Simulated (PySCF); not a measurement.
TeCl4, SMILES Cl[Te](Cl)(Cl)Cl. Geometry optimised at B3LYP-D3(BJ)/def2-SVP. The isomer is the one that the SMILES or the coordinates give; other isomers of the formula were not compared. The def2 effective core potentials stand for the cores of Te; spin–orbit coupling is left out.

Computed equilibrium geometry at B3LYP-D3(BJ)/def2-SVP (PySCF confirms it by a frequency run) as bond lengths and angles, and its point group:
point group C2v.
Atoms: Te1 Cl2 Cl3 Cl4 Cl5. Bond lengths (Å): Te1–Cl2 2.368, Te1–Cl3 2.472, Te1–Cl4 2.368, Te1–Cl5 2.472. Bond angles (°): Cl2–Te1–Cl3 90.4, Cl2–Te1–Cl4 100.3, Cl2–Te1–Cl5 90.4, Cl3–Te1–Cl4 90.4, Cl3–Te1–Cl5 178.7, Cl4–Te1–Cl5 90.4.
